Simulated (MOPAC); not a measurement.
Job for MOPAC: PM3 on AlH2I (SMILES [AlH2][I]), a point of a bond scan (R = 1.885 Å).

```
PM3 1SCF PRECISE CHARGE=0 THREADS=1
AlH2I

Al    -1.02948799 1    -1.59301317 1     0.26750098 1
H     -0.41729611 1    -2.82998291 1     1.55112766 1
H     -2.32698290 1    -1.78051460 1    -0.59760769 1
I      0.30621990 1     0.47383976 1    -0.07956783 1
```

Program output:

```
*******************************************************************************
 **                                                                           **
 **                              MOPAC v23.2.5                                **
 **                                                                           **
 *******************************************************************************
 ** MOPAC's Digital Object Identifier: https://doi.org/10.5281/zenodo.6511958 **
 **                                                                           **
 ** Please cite the open-source release paper for use of this MOPAC version:  **
 ** J. E. Moussa and J. J. P. Stewart (2026)                                  **
 ** MOPAC: An open-source semiempirical molecular orbital program             **
 ** J. Open Source Softw., 11(119), 8025, https://doi.org/10.21105/joss.08025 **
 *******************************************************************************

                              PM3 CALCULATION RESULTS

 *******************************************************************************
 *  PM3        - The PM3 Hamiltonian to be used
 *
 *
 *
 *                 CHARGE ON SYSTEM = 0
 *
 *
 *
 *  PRECISE    - TIGHTER CRITERIA TO BE USED
 *  1SCF       - DO 1 SCF AND THEN STOP
 *  THREADS=1  - MULTI-THREADING NOT USED
 *  T=         - A TIME OF 172800.0 SECONDS REQUESTED
 *  DUMP=N     - RESTART FILE WRITTEN EVERY 7200.0 SECONDS REQUESTED
 *******************************************************************************
PM3 1SCF PRECISE CHARGE=0 THREADS=1
 AlH2I

   ATOM   CHEMICAL          X               Y               Z
  NUMBER   SYMBOL      (ANGSTROMS)     (ANGSTROMS)     (ANGSTROMS)

     1      Al         -1.02948799  *  -1.59301317  *   0.26750098  *
     2       H         -0.41729611  *  -2.82998291  *   1.55112766  *
     3       H         -2.32698290  *  -1.78051460  *  -0.59760769  *
     4       I          0.30621990  *   0.47383976  *  -0.07956783  *



          CARTESIAN COORDINATES

    NO.       ATOM           X           Y           Z

     1        Al         -1.0295     -1.5930      0.2675
     2         H         -0.4173     -2.8300      1.5511
     3         H         -2.3270     -1.7805     -0.5976
     4         I          0.3062      0.4738     -0.0796

  H: (PM3): J. J. P. STEWART, J. COMP. CHEM. 10, 209 (1989).
 Al: (PM3): J. J. P. STEWART, J. COMP. CHEM. 10, 209 (1989).
  I: (PM3): J. J. P. STEWART, J. COMP. CHEM. 10, 209 (1989).

           Empirical Formula: H2 Al I  =     4 atoms



      MOLECULAR POINT GROUP   :   Cs


      RHF CALCULATION, NO. OF DOUBLY OCCUPIED LEVELS = 6


 -------------------------------------------------------------------------------
 PM3 1SCF PRECISE CHARGE=0 THREADS=1
 AlH2I



     1SCF WAS SPECIFIED, SO BFGS WAS NOT USED
     SCF FIELD WAS ACHIEVED


                              PM3 CALCULATION
                                                       MOPAC v23.2.5 Linux




          FINAL HEAT OF FORMATION =         62.83432 KCAL/MOL =     262.89881 KJ/MOL


          COSMO AREA              =        110.14 SQUARE ANGSTROMS
          COSMO VOLUME            =         98.79 CUBIC ANGSTROMS

          IONIZATION POTENTIAL    =         10.205423 EV
          HOMO LUMO ENERGIES (EV) =        -10.205 -2.969
          NO. OF FILLED LEVELS    =          6
          MOLECULAR WEIGHT        =        155.9018         POINT GROUP:  Cs

          MOLECULAR DIMENSIONS (Angstroms)

            Atom       Atom       Distance
            I     4    H     2     3.75472
            H     3    I     4     2.67381
           Al     1    I     4     0.00000


          SCF CALCULATIONS        =          1





   ATOM   CHEMICAL          X               Y               Z
  NUMBER   SYMBOL      (ANGSTROMS)     (ANGSTROMS)     (ANGSTROMS)

     1      Al         -1.02948799  *  -1.59301317  *   0.26750098  *
     2       H         -0.41729611  *  -2.82998291  *   1.55112766  *
     3       H         -2.32698290  *  -1.78051460  *  -0.59760769  *
     4       I          0.30621990  *   0.47383976  *  -0.07956783  *

                             CARTESIAN COORDINATES

   1   Al       -1.029487990    -1.593013170     0.267500980
   2    H       -0.417296110    -2.829982910     1.551127660
   3    H       -2.326982900    -1.780514600    -0.597607690
   4    I        0.306219900     0.473839760    -0.079567830


           Empirical Formula: H2 Al I  =     4 atoms



      MOLECULAR POINT GROUP   :   Cs


                  EIGENVALUES
 -14.82793 -14.07001 -14.02215 -12.29364 -11.48801 -10.20542  -2.96874  -2.19338
   0.09961   1.30639


              NET ATOMIC CHARGES AND DIPOLE CONTRIBUTIONS

  ATOM NO.   TYPE          CHARGE      No. of ELECS.   s-Pop       p-Pop
    1         Al           0.649727        2.3503     0.59227     1.75800
    2          H          -0.114707        1.1147     1.11471
    3          H          -0.169148        1.1691     1.16915
    4          I          -0.365872        7.3659     1.47240     5.89347
 DIPOLE           X         Y         Z       TOTAL
 POINT-CHG.    -1.630    -2.798     0.606     3.295
 HYBRID         0.230     0.447    -0.120     0.516
 SUM           -1.401    -2.352     0.486     2.780


          ATOMIC ORBITAL ELECTRON POPULATIONS

     Atom    s        px        py        pz
    1 Al   0.59227   0.62902   0.62678   0.50221
    2  H   1.11471
    3  H   1.16915
    4  I   1.47240   1.96946   1.93600   1.98801

 **********************
 *                    *
 * JOB ENDED NORMALLY *
 *                    *
 **********************




 == MOPAC DONE ==
```

The run finished.

Cost: about 0.020 core-seconds (a rough figure).
